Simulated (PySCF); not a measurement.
# C₆ coefficients of unlike pairs at BHandHLYP

Calculated with PySCF 2.14 from the dipole response of each species, C₆(A,B) = (3/π) ∫ α_A(iu) α_B(iu) du, in atomic units, from isotropic polarisabilities. For ions this is the dispersion term alone; charge-induced terms of lower order in 1/R come first.

| species | configuration | basis | relativity | α (bohr³) | C₆ (like pair) |
| --- | --- | --- | --- | --- | --- |
| Zr³⁺ | [Kr] 4d1 (2D) | x2c-TZVPPall with one added diffuse shell each of s, p, d, f type (9s7p7d3f1g) | spin-free X2C | 5.460 | 22.33 |
| Mg⁺ | [Ne] 3s1 (2S) | dyall-av3z (20s13p6d4f) | spin-free X2C | 32.33 | 137.2 |
| Ar | [Ar] (1S) | aug-cc-pV(T+d)Z with one added diffuse shell each of s, p, d, f type (7s6p5d3f) | none | 11.17 | 64.78 |
| F³⁺ | [He] 2s2 2p2 (3P) | dyall-av3z (15s9p3d2f) | spin-free X2C | 0.9316 | 0.8355 |

Task: Estimate C₆ for F³⁺ with Zr³⁺.

Result: The integral gives 4.277. The combination rule 2 C_A C_B / (C_A α_B/α_A + C_B α_A/α_B) gives 4.286 and the geometric mean 4.320.

No spin-orbit coupling is included.

The other pairs:

```json
{"pair": "Mg⁺, Zr³⁺", "C₆": "40.32"}
{"pair": "Ar, Zr³⁺", "C₆": "37.17"}
{"pair": "F³⁺, Mg⁺", "C₆": "7.217"}
{"pair": "F³⁺, Ar", "C₆": "6.946"}
{"pair": "Ar, Mg⁺", "C₆": "77.09"}
```
